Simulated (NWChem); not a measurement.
Molecule: MgHCl; SMILES [MgH][Cl]

```xyz
3

Mg    -0.0019     1.1358     0.0000
H     -0.0077     2.8290     0.0000
Cl     0.0014    -1.0756     0.0000
```
Atoms are numbered in this order, from 1.

Geometry: optimised at B3LYP/6-31G* (spherical d).

### Question
Give the principal values of the shielding tensors (ppm) of Mg1, Cl3 from B3LYP/6-31G* (spherical d), GIAO (NWChem), with their diamagnetic and paramagnetic parts as GIAO splits them.

### Answer
| atom | σ11 | σ22 | σ33 | isotropic | diamagnetic | paramagnetic |
|---|---|---|---|---|---|---|
| Mg1 | 439.6 | 439.6 | 710.9 | 530.1 | 713.6 | -183.6 |
| Cl3 | 947.7 | 947.7 | 1151.0 | 1015.5 | 1147.8 | -132.3 |
